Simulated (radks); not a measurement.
The numbers below are computed, except where a source is named.
Ionisation of Ti2+, [Ar] 3d2, to Ti3+, [Ar] 3d1, under several functionals. Dirac Kohn-Sham, spin-unpolarised, spherical densities, finite nucleus; open shells fill j = l - 1/2 first; a radial shooting solver on a logarithmic mesh with Libxc functionals.

functional	E(Ti2+) (hartree)	Exc (hartree)	IE (eV)	-e(HOMO) (eV)	<r> HOMO (bohr)	IE error (eV)
XLYP	-853.26047	-42.07045	27.028	19.768	1.445	-0.464
Wu-Cohen GGA	-852.45027	-41.25612	26.955	19.659	1.424	-0.537
revPBE	-852.93903	-41.75330	26.884	19.601	1.432	-0.608
LDA (Slater exchange, Perdew-Zunger correlation)	-850.94675	-39.70944	27.213	19.943	1.426	-0.278
exchange-only LDA	-849.24444	-37.96887	25.680	18.512	1.450	-1.812
PBE	-852.80471	-41.61326	26.971	19.698	1.432	-0.520

NIST Atomic Spectra Database: 27.492 eV (measured). Closest: LDA (Slater exchange, Perdew-Zunger correlation). The Delta-SCF values span 1.53 eV, the total energies 4.02 hartree. The highest occupied level is 3d3/2. Spin polarisation and multiplet splitting are left out, so open shells lie too high by an amount that depends on their filling.

Beside tabulated values, note that spin-unpolarised runs miss the spin-polarisation part of the exchange energy of open shells.
